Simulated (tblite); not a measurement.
Start geometry of `C(F)(O[C@@H]1[C@H](CC)O1)F` from a force field or distance geometry (Å):
```
atom  x, y, z in Å
C1    -2.337    0.759    0.211
C2    -1.591   -0.516    0.537
C3    -0.494   -0.633   -0.480
O4     0.384   -1.677   -0.489
C5     0.934   -0.422   -0.176
O6     1.462   -0.392    1.079
C7     2.689    0.283    0.996
F8     3.739   -0.534    1.386
F9     2.681    1.477    1.719
H10   -3.370    0.760    0.608
H11   -1.808    1.600    0.692
H12   -2.324    0.866   -0.880
H13   -2.328   -1.351    0.367
H14   -1.215   -0.525    1.583
H15   -0.851   -0.343   -1.516
H16    1.552    0.069   -0.947
H17    2.870    0.592   -0.049
```

Question: What comes out of this run: GFN2-xTB geometry optimisation, gas phase (tblite)?

Answer: 
```
atom  x, y, z in Å
C1    -2.3019    0.5819    0.4246
C2    -1.3957   -0.6438    0.3820
C3    -0.4025   -0.5246   -0.7462
O4     0.7940   -1.2660   -0.6809
C5     0.9059    0.1060   -0.5481
O6     1.2261    0.5955    0.7183
C7     2.4333    0.1860    1.1856
F8     2.4720    0.4093    2.5027
F9     3.4416    0.9192    0.6472
H10   -3.0231    0.4832    1.2308
H11   -1.7120    1.4789    0.5940
H12   -2.8434    0.6928   -0.5121
H13   -1.9880   -1.5487    0.2317
H14   -0.8540   -0.7396    1.3232
H15   -0.8295   -0.4633   -1.7447
H16    1.4181    0.6245   -1.3566
H17    2.6522   -0.8792    0.9881
```

The energy falls by 22.8 kcal/mol over 168 L-BFGS steps, the largest force on an atom goes from 3.14 to 0.009 eV/Å, and the atoms move by 0.883 Å rms after alignment. The bond that changes most is C7–F8 (CHF2 carbon to fluorine of a CF2 group), which shortens by 0.050 Å. Bonds longer at the end by more than 0.005 Å: 4 of 17; shorter: 12. Among the angles that change most is C5–O6–C7, from 107.2° to 114.2°. Among the dihedrals that turn most is H16–C5–O6–C7, from 0° to -77°. Rotational constants go from 3081, 822.1, 696.4 to 3001, 911.1, 795.9 MHz. The orientation of the end geometry is arbitrary; only internal coordinates are fixed.

Its GFN2-xTB frequencies are all real (lowest 39 cm⁻¹). One conformer, not necessarily the lowest.

These are computed values.
